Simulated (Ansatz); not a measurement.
Ansatz (an electronic-structure program) input for F2Zr, SMILES [Zr]([F])[F], multiplicity 1, r2SCAN-D4/def2-TZVP. 

Ansatz 0.2 input:
```yaml
crystal:
  periodic: [false, false, false]
  atoms:
    - {symbol: Zr, position_ang: [0.00000000, 0.00000000, 0.00000000]}
    - {symbol: F, position_ang: [0.00000000, 0.00000000, 1.81234702]}
    - {symbol: F, position_ang: [0.00000000, 0.00000000, -1.81234702]}
basis:
  gaussian:
    orbitals: def2-TZVP
hamiltonian:
  xc: r2scan
  dispersion: d4
relax: {f_tol: 0.002, max_steps: 200}
```

Output:

```
WARN ansatz: RAYON_NUM_THREADS=1 ignored (pool sized by the plan → 1); use --threads N
Functional definition: r2SCAN
integrals: 0.03 GiB planned
633 factors; their error is unknown
mean field: 0.23 GiB planned
mean field evaluation 1: about -6710.9322 eV, gradient 5.8e1 eV
mean field evaluation 2: about -6574.3934 eV, gradient 2.6e2 eV
mean field evaluation 4: about -6713.0855 eV, gradient 2.7e1 eV
mean field evaluation 8: about -6715.8102 eV, gradient 6.5e-2 eV
mean field evaluation 16: about -6715.8119 eV, gradient 7.0e-5 eV
mean field evaluation 32: about -6715.8167 eV, gradient 1.6e-1 eV
mean field -6715.81190429 eV, -246.8015353418 hartree, gradient 4.0e-6 eV, S^2 0.000000; 5 other end points of the search recorded, 0 dependent functions left out
the calculation of the forces begins
reference -6715.81192491 eV, -246.8015360996 hartree; 15, 15 occupied and 87, 87 virtual orbitals, 633 factors
relax step   1: F+E_penalty+E_count = -6715.81994555 eV  Δ(F+E_penalty+E_count) = +0.000e0 eV  max|allowed force component| = 3.921e0 eV/Å  Δτ_max = 0.0000 Å  (146 SCF iters, accepted)
these checks for a lower state are left out or cut short: starts, cluster_reference, orbital_swaps, neighbouring_geometries, increment
integrals: 0.03 GiB planned
633 factors; their error is unknown
mean field: 0.23 GiB planned
mean field evaluation 64: about -6716.1796 eV, gradient 1.8e-5 eV
mean field -6716.17961300 eV, -246.8150483879 hartree, gradient 1.8e-5 eV, S^2 0.000000; 0 other end points of the search recorded, 0 dependent functions left out
the calculation of the forces begins
reference -6716.17963404 eV, -246.8150491611 hartree; 15, 15 occupied and 87, 87 virtual orbitals, 633 factors
relax step   2: F+E_penalty+E_count = -6716.18742308 eV  Δ(F+E_penalty+E_count) = -3.675e-1 eV  max|allowed force component| = 2.841e-1 eV/Å  Δτ_max = 0.0938 Å  (34 SCF iters, accepted)
these checks for a lower state are left out or cut short: starts, cluster_reference, orbital_swaps, neighbouring_geometries, increment
integrals: 0.03 GiB planned
633 factors; their error is unknown
mean field: 0.23 GiB planned
mean field -6716.18233349 eV, -246.8151483640 hartree, gradient 1.7e-5 eV, S^2 0.000000; 0 other end points of the search recorded, 0 dependent functions left out
the calculation of the forces begins
reference -6716.18235453 eV, -246.8151491370 hartree; 15, 15 occupied and 87, 87 virtual orbitals, 633 factors
relax step   3: F+E_penalty+E_count = -6716.19012235 eV  Δ(F+E_penalty+E_count) = -2.699e-3 eV  max|allowed force component| = 2.309e-2 eV/Å  Δτ_max = 0.0088 Å  (34 SCF iters, accepted)
these checks for a lower state are left out or cut short: starts, cluster_reference, orbital_swaps, neighbouring_geometries, increment
integrals: 0.03 GiB planned
633 factors; their error is unknown
mean field: 0.23 GiB planned
mean field -6716.18235386 eV, -246.8151491123 hartree, gradient 2.1e-5 eV, S^2 0.000000; 0 other end points of the search recorded, 0 dependent functions left out
the calculation of the forces begins
reference -6716.18237489 eV, -246.8151498853 hartree; 15, 15 occupied and 87, 87 virtual orbitals, 633 factors
relax step   4: F+E_penalty+E_count = -6716.19014054 eV  Δ(F+E_penalty+E_count) = -1.818e-5 eV  max|allowed force component| = 3.102e-3 eV/Å  Δτ_max = 0.0009 Å  (27 SCF iters, accepted)
these checks for a lower state are left out or cut short: starts, cluster_reference, orbital_swaps, neighbouring_geometries, increment
integrals: 0.03 GiB planned
633 factors; their error is unknown
mean field: 0.23 GiB planned
mean field -6716.18235393 eV, -246.8151491151 hartree, gradient 1.1e-5 eV, S^2 0.000000; 0 other end points of the search recorded, 0 dependent functions left out
the calculation of the forces begins
reference -6716.18237497 eV, -246.8151498881 hartree; 15, 15 occupied and 87, 87 virtual orbitals, 633 factors
relax step   5: F+E_penalty+E_count = -6716.19014087 eV  Δ(F+E_penalty+E_count) = -3.349e-7 eV  max|allowed force component| = 2.433e-7 eV/Å  Δτ_max = 0.0001 Å  (23 SCF iters, accepted)
integrals: 0.03 GiB planned
633 factors; their error is unknown
mean field: 0.23 GiB planned
mean field evaluation 96: about -6716.1678 eV, gradient 2.1e0 eV
mean field evaluation 128: about -6716.1824 eV, gradient 4.8e-3 eV
mean field -6716.18235393 eV, -246.8151491151 hartree, gradient 1.1e-5 eV, S^2 0.000000; 6 other end points of the search recorded, 0 dependent functions left out
the calculation of the forces begins
reference -6716.18237497 eV, -246.8151498881 hartree; 15, 15 occupied and 87, 87 virtual orbitals, 633 factors
Total energy: -6716.19016190 eV, -246.8154360528 hartree
Atom 0 at     0.000000     0.000000    -0.000000 Å, force     0.000000     0.000000    -0.000000 eV/Å
Atom 1 at    -0.000000    -0.000000     1.915807 Å, force    -0.000000    -0.000000    -0.000000 eV/Å
Atom 2 at    -0.000000    -0.000000    -1.915807 Å, force    -0.000000    -0.000000     0.000000 eV/Å
Dipole moment:    -0.000000     0.000000     0.000000 e Å
```

The run converged.

Cost: roughly 30 core-seconds.
